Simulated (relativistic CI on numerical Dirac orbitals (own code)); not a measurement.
**Ag3+: 3p photoemission**

Computed with this model: Dirac-Coulomb-Breit CI, separate exchange-only KLI orbitals for each configuration, model QED, valence Slater integrals scaled by 0.9, multiplet model of photoemission in the sudden approximation; configurations [Kr] 4d8 → [Ne] 3s2 3p5 3d10 4s2 4p6 4d8; 300 K; Lorentzian 1.4 eV and Gaussian 0.6 eV FWHM. Energies are those of the free ion, without screening or charge transfer. The energies are binding energies and can lie tens of eV above those of solids. S is read from ⟨S²⟩ = S(S + 1).

Field parameters in Wybourne normalisation: Oh B⁴₀ = 21Dq, B⁴₄ = √(5/14) B⁴₀. The field is a parameter set, without covalency.

free ion: ground-state S = 0.99, centroid 635.83 eV. Peaks (eV, height): 625.2 (100), 656.8 (55).

Oh, 10Dq = 23200 cm⁻¹: ground-state S = 1.00, centroid 635.89 eV. Peaks (eV, height): 625.4 (100), 656.8 (54).

Strongest unbroadened transitions for free ion:

```
Energy (eV)  Relative strength
     625.07              100.0
     625.09               72.9
     625.23               56.7
     625.45               27.6
     625.58                3.0
     625.90                6.7
     625.99                8.9
     626.00                8.1
     626.60                0.2
     627.00                1.7
     627.53                1.5
     627.55                4.9
     627.59                6.1
     628.43                0.2
     628.59                1.4
     656.72               65.0
     656.85               83.2
     657.23                1.5
```
